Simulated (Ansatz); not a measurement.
Molecule: sum formula SiN3H6F (charge 0, singlet). 
Coordinates optimised at B3LYP-D3(BJ)/def2-TZVP (Ansatz, an electronic-structure program):
```
Si
F 1 1.6101
N 1 1.6971 2 117.96
H 3 1.0064 1 121.29 2 -76.95
H 3 1.0064 4 112.71 1 -155.95
N 1 1.7090 2 102.51 3 -115.65
H 6 1.0065 1 121.38 2 179.22
H 6 1.0069 7 111.86 1 -152.55
N 1 1.7090 2 102.51 6 -128.70
H 9 1.0065 1 121.38 2 -179.22
H 9 1.0069 10 111.86 1 152.55
```

Property: atomisation energy (electronic, to ground-state atoms); the coupled-cluster value holds the core correlation from cc-pwCVTZ, in kcal/mol. Valence correlation only, unless marked. Open shells are spin-unrestricted. Spin-orbit coupling is left out. Non-relativistic. CBS marks a two-point X^-3 extrapolation of the correlation energy; Hartree-Fock from the larger set. [CCSD(T)-MP2]/basis is that difference in the basis named.

Level to compare with: RI-MP2/CBS(cc-pV(T+d)Z,cc-pV(Q+d)Z)+[CCSD(T)-MP2]/cc-pV(T+d)Z plus the core term (Ansatz), 989.0 kcal/mol. It is a level with limits of its own, and the differences hold the functionals' basis error too.

Question: Rank these functionals by how close they come to RI-MP2/CBS(cc-pV(T+d)Z,cc-pV(Q+d)Z)+[CCSD(T)-MP2]/cc-pV(T+d)Z, closest first: CAM-B3LYP/def2-TZVPD (Ansatz); HSE06/def2-TZVPD (Ansatz); B3LYP/def2-TZVPD (Ansatz).

Answer: CAM-B3LYP/def2-TZVPD (range-separated hybrid, 987.3 kcal/mol, difference -1.7), B3LYP/def2-TZVPD (global hybrid, 976.6 kcal/mol, difference -12.4), HSE06/def2-TZVPD (screened hybrid, 971.1 kcal/mol, difference -17.9)
